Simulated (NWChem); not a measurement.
# Spin states of Sn

```xyz
1

Sn     0.0000     0.0000     0.0000
```
Charge 0, spin multiplicity 3.

Program: NWChem.

Basis set: def2-TZVP. The gap is E(triplet) − E(singlet), so a negative value puts the higher spin lower. Open shells are unrestricted, coupled cluster uses restricted open-shell references, and the singlet is the closed-shell solution. The triplet is the single determinant that the SCF runs reached, with unpaired electrons in orbitals of symmetry b2u and b3u (D2h labels); it need not be the lowest triplet, which in molecules with degenerate π orbitals can need several determinants. Where the lowest singlet needs several determinants, the single determinant used here isn't a pure state and places it wrongly.

Effective core potentials replace the inner electrons of Sn; spin-orbit coupling is left out. The correlated methods keep 4 core orbitals frozen. The stability of the SCF solutions was not checked. Open-shell Hartree-Fock references start from PBE0 orbitals. Coupled-cluster values serve here as a point of comparison, not as the truth.

Q: One of these methods gave a vertical singlet-triplet gap of -20.5 kcal/mol. Which?
(A) CAM-B3LYP
(B) CR-CCSD(T)
(C) HF
(D) MP2

A: B, CR-CCSD(T). The others give -26.4 (MP2), -33.9 (HF), -22.1 (CAM-B3LYP).
